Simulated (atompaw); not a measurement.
## Varying the PAW (atompaw) potential for iridium (Ir)

Base potential:

atompaw 4.2.0.5 input, output lines left out:

```
Ir 77
GGA-PBE scalarrelativistic loggrid 2001 logderivrange -2 5 176
6 6 5 4 0 0
6 0 1
6 1 0
5 2 8
0 0 0
c
c
c
c
c
v
c
c
c
c
v
c
c
v
c
2
2.85 2.30 2.45 1.85
y
0.25
n
y
1.05
n
y
2.1
n
bloechl sinc
bessel
```

Cutoffs, loose and tight: the cutoffs (Ry, on a coarse ladder) from which the occupation-weighted sum of valence levels, in a spherical-Bessel basis at the reference potential, stays within 10 and 1 mRy of its value at 400 Ry. They see the waves, projectors and local potential, not the compensation charge or the core. A dash means not determined.

A true bound ghost makes a file unfit for plane-wave use even where its test errors are small: the radial tests pick states by their node count and pass the ghost by.

```csv
change,outcome,"cutoff, loose","cutoff, tight",bound ghosts
base,generated,25 Ry,30 Ry,p
"local potential ultrasoft scheme with l = 3 at -0.5 Ry, radius 2.45 bohr",generated,25 Ry,35 Ry,"s, p"
"augmentation sinc compensation charge, radius 1.30 bohr; PAW radius 2.85 bohr; waves and projectors: bloechl",generated,25 Ry,30 Ry,p
"waves 6s (bound): rc 2.85 bohr; 6s channel at 0.25 Ry: rc 2.60 bohr; 6p (bound): rc 2.85 bohr; 6p channel at 1.05 Ry: rc 2.85 bohr; 5d (bound): rc 2.85 bohr; 5d channel at 2.1 Ry: rc 1.75 bohr; augmentation sinc compensation charge, radius 2.30 bohr; PAW radius 2.85 bohr; waves and projectors: custom rrkj gramschmidtortho",generated,12 Ry,21 Ry,none
reference 5d7 6s2 6p0,generated,25 Ry,30 Ry,"s, p"
core correction smooth core density matched at 2.06 bohr,generated,25 Ry,30 Ry,p
wave 6s channel at 0.25 Ry becomes 6s channel at 8.51 Ry,generated,21 Ry,30 Ry,p
```

(1) What comes out with this change to the base: core [Kr] 4d10 4f14 5s2, valence charge 15; reference 5p6 5d7 6s1.5 6p0.5; waves now 6s (bound); 6s channel at 3.25 Ry; 5p (bound); 6p (bound); 5d (bound); 5d channel at 0.8 Ry; local potential bessel scheme, radius 2.05 bohr; augmentation sinc compensation charge, radius 1.75 bohr; PAW radius 2.15 bohr; waves and projectors: bloechl?

Answers

(1) outcome: generated; cutoff, loose: 40 Ry; cutoff, tight: 50 Ry; bound ghosts: s.
